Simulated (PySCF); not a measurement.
Radial density of Mg⁺ (magnesium, charge +1)

PBE0, [Ne] 3s1, 2S determinant. Computed with PySCF 2.14 in aug-cc-pVDZ, with the non-relativistic Hamiltonian (point nucleus).

```
r (bohr)  4πr²ρ (e/bohr)  4πr²(ρα − ρβ)
 0.00208         0.05645         0.0001
 0.00350          0.1549         0.0002
 0.00589          0.4127         0.0007
 0.00990           1.062         0.0017
  0.0167           2.554         0.0040
  0.0280           5.517         0.0084
  0.0471           9.915         0.0140
  0.0793           13.23         0.0148
   0.133           11.28         0.0034
   0.224           7.400         0.0025
   0.377           9.820         0.0453
   0.634           10.10         0.0359
    1.07           3.544         0.0172
    1.79          0.5964         0.3132
    3.02          0.3564         0.3537
    5.08         0.04404         0.0440
    8.54       0.0002968         0.0003
```
